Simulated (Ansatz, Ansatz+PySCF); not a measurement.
```xyz
5

C     0.0132   -0.0578   -0.7090
O     0.0810   -0.1217    0.5929
H     0.0232    0.8014    1.0879
H     0.0264   -0.9578   -1.0714
H    -0.3473    0.8328   -1.2675
```

Basis set: def2-SVP (spherical functions). Correlated methods keep 2 orbitals frozen. Charge 0, multiplicity 2.

Computed with Ansatz (development build ahead of 0.2.0); each method stands on the lowest determinant of its kind that the runs found.

The atomization energy at this shape (free ground-state atoms in the same class of orbitals less the molecule, no zero-point energy) of doublet CH3O:

| method | atomization energy |
| --- | --- |
| UHF-MP2 | 1568.8 kJ/mol |

Task: What does UHF give?

Result: 1153.3 kJ/mol. Caution: the shape is not the minimum.
